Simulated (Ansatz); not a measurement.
Interaction energy ladder

The pair of H$_{3}$O⁺ (SMILES [OH3+], atoms 1–4) and CH$_{3}$I (SMILES CI, atoms 5–9), both closed shells, in one local arrangement (a lower one may exist), relaxed at PBE0-D4/def2-TZVP:

O1  (-0.024, -0.204, -2.165)
H2  (-0.003, 0.378, -1.241)
H3  (0.775, -0.083, -2.705)
H4  (-0.824, -0.043, -2.693)
C5  (0.013, -0.202, 1.908)
I6  (0.037, 1.453, 0.549)
H7  (0.017, 0.247, 2.897)
H8  (-0.899, -0.760, 1.724)
H9  (0.910, -0.784, 1.727)
(Å)

Computed with Ansatz 0.2.0 (basis: def2-TZVPPD, with def2-QZVPPD for the basis limit); correlated methods freeze the cores. Filled d shells of the heavier atoms are correlated. Core potentials replace the inner electrons of the atoms past krypton. The def2 sets are not built for correlating such inner shells, so the correlated values are less sure here. B3LYP uses VWN-RPA correlation. Extrapolation: Hartree–Fock as exp(−7.88 √X), correlation as X^−2.97. Interaction energies count from these two fragments, frozen as in the pair, with the counterpoise correction; negative means bound.

(1) What is the interaction energy by CCSD(T) at an estimated basis limit (MP2 extrapolated from triple and quadruple zeta, plus CCSD(T) − MP2 in triple zeta)? (Judge from chemistry; the value comes from the calculation.)

(2) Which atoms make the shortest contact between the fragments?

The T1 diagnostic stays at or below 0.009.

Answers

(1) Computed: -28.22 kcal/mol. Hartree–Fock alone gives -22.77 kcal/mol at the basis limit. It counts from the two fragments frozen as in the pair.

The same quantity by other methods in triple zeta, and each one's difference from that estimate:
| method | E_int (kcal/mol) | difference |
| --- | --- | --- |
| PBE-D4 | -33.18 | -4.96 |
| revPBE-D4 | -32.36 | -4.14 |
| BLYP-D4 | -31.85 | -3.63 |
| r2SCAN-D4 | -31.75 | -3.52 |
| B97M-V | -30.24 | -2.02 |
| PBE0-D4 | -31.57 | -3.34 |
| B3LYP-D4 | -30.87 | -2.64 |
| HSE06-D4 | -31.62 | -3.39 |
| wB97X-V | -29.07 | -0.84 |
| wB97M-V | -28.59 | -0.37 |
| B2PLYP | -28.65 | -0.43 |
| HF | -22.67 | 5.55 |
| MP2 | -27.64 | 0.58 |
| CCSD | -26.20 | 2.03 |
| CCSD(T) | -27.11 | 1.12 |
Differences are method less estimate.

(2) H2 and I6, 2.09 Å apart.

Energy to bend the free fragments (PBE0-D4 minima) into their shapes in the pair, CCSD(T)/def2-TZVPPD: H$_{3}$O⁺ 5.55 kcal/mol; CH$_{3}$I 0.12 kcal/mol. This must be added to the interaction energy to get the binding energy from relaxed fragments.

Basis-set superposition shift (counterpoise-corrected less uncorrected): CCSD(T) 1.85; MP2 1.85; HF 0.04; PBE0-D4 0.05; wB97M-V 0.05 kcal/mol.

For scale, one of the runs: CCSD(T)/def2-TZVPPD, 238 basis functions, launched by `ansatz run in.yaml --threads 4 --pin off --events-out ev --progress --plain --max-ram 9574MiB`. Hardware: 4 CPU threads of an Intel Xeon Platinum 8259CL, shared host. Wall time 98 s; peak host memory 5 GiB.
